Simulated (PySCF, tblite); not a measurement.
Parent: `[CH3:1][O:2][C@@H:3]1[CH2:4][C@:5]1([CH3:6])[C:7](=[O:8])[Cl:9]` with C1–O2–C3–C4 152°, C4–C5–C7–O8 -16°, C6H9ClO2.

Structures optimised with GFN2-xTB, isolated species. One conformer each, not checked by frequencies here.

```tsv
coordinate of the parent	value
C1–O2	1.412 Å
O2–C3	1.372 Å
C3–C4	1.482 Å
C4–C5	1.520 Å
C5–C6	1.510 Å
C5–C7	1.464 Å
C7=O8	1.187 Å
C7–Cl9	1.787 Å
C3–C5	1.550 Å
C1–O2–C3	114.0°
O2–C3–C4	118.5°
O2–C3–C5	121.0°
C4–C3–C5	60.1°
C3–C4–C5	62.2°
C4–C5–C6	119.1°
C4–C5–C7	114.6°
C6–C5–C7	119.1°
C3–C5–C4	57.7°
C3–C5–C6	117.3°
C3–C5–C7	114.3°
C5–C7–O8	128.3°
C5–C7–Cl9	113.1°
O8–C7–Cl9	118.5°
```

**Question.** How does the shared frame change in `[CH2:1]=[CH:2][C@@:3]1([C:4](=[O:5])[Cl:6])[CH2:7][C@@H:8]1[O:9][CH3:10]` with C1–C2–C3–C4 -177°, C2–C3–C4–O5 -13°, C7–C8–O9–C10 -154°, C7H9ClO2? Atoms pair as C1 = C10, O2 = O9, C3 = C8, C4 = C7, C5 = C3, C6 = C2, C7 = C4, O8 = O5, Cl9 = Cl6 (parent first).

**Answer.** 
```tsv
parent	relative	value in the relative	change
C1–O2	C10–O9	1.412 Å	0.000
O2–C3	O9–C8	1.368 Å	-0.004
C3–C4	C8–C7	1.475 Å	-0.007
C4–C5	C7–C3	1.520 Å	0.000
C5–C6	C3–C2	1.483 Å	-0.027
C5–C7	C3–C4	1.468 Å	+0.004
C7=O8	C4=O5	1.192 Å	+0.005
C7–Cl9	C4–Cl6	1.772 Å	-0.015
C3–C5	C8–C3	1.563 Å	+0.013
C1–O2–C3	C10–O9–C8	113.9°	-0.1
O2–C3–C4	O9–C8–C7	119.4°	+0.9
O2–C3–C5	O9–C8–C3	121.1°	+0.1
C4–C3–C5	C7–C8–C3	60.0°	-0.1
C3–C4–C5	C8–C7–C3	62.9°	+0.7
C4–C5–C6	C7–C3–C2	120.1°	+1.0
C4–C5–C7	C7–C3–C4	120.9°	+6.3
C6–C5–C7	C2–C3–C4	112.9°	-6.2
C3–C5–C4	C8–C3–C7	57.1°	-0.6
C3–C5–C6	C8–C3–C2	116.9°	-0.4
C3–C5–C7	C8–C3–C4	117.9°	+3.6
C5–C7–O8	C3–C4–O5	126.5°	-1.8
C5–C7–Cl9	C3–C4–Cl6	114.9°	+1.8
O8–C7–Cl9	O5–C4–Cl6	118.5°	0.0
```

Of the parent's bonds, C5–C6 changes most (-0.027 Å). Bonds of the relative outside the shared frame: C1=C2 1.323 Å. Point group C1 → C1.

The numbers are calculated, not measured.
